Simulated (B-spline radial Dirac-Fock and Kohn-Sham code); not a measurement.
ΔSCF core binding energies without Breit or QED terms, calculated with a radial atomic solver.

A sound run for atomic cadmium in the configuration 1s2 2s2 2p6 3s2 3p6 3d10 4s2 4p6 4d10 5s2: The ground state converged in 11 iterations, with total energy -5593.31918 Ha, virial ratio 1.95354 and highest orbital energy -7.66 eV. ΔSCF binding energies: K (1s) 26802.0 eV, L3 (2p3/2) 3551.7 eV, M5 (3d5/2) 411.5 eV.

A second run, with one unsound setting: The ground state converged in 11 iterations, with total energy -5068.62316 Ha, virial ratio 1.78642 and highest orbital energy -6.82 eV. ΔSCF binding energies: K (1s) 24688.4 eV, L3 (2p3/2) 3608.0 eV, M5 (3d5/2) 614.1 eV.

```
iter   energy (Ha)        error
   1    -5040.44496556  7.55e+00
   2    -5064.34922830  1.90e+00
   3    -5068.25319253  5.30e-01
   4    -5068.58111205  1.54e-01
   5    -5068.61871081  6.56e-02
   6    -5068.62306951  2.89e-03
   7    -5068.62315471  7.85e-04
   8    -5068.62316086  9.45e-05
   9    -5068.62316098  1.59e-05
  11    -5068.62316099  1.91e-07
```

Problem. Which fault fits the second run best?
A. functional not served
B. damping too heavy
C. unbound anion
D. mesh too coarse

Solution. D. The input had h = 1.3: h is too large to resolve the orbitals.
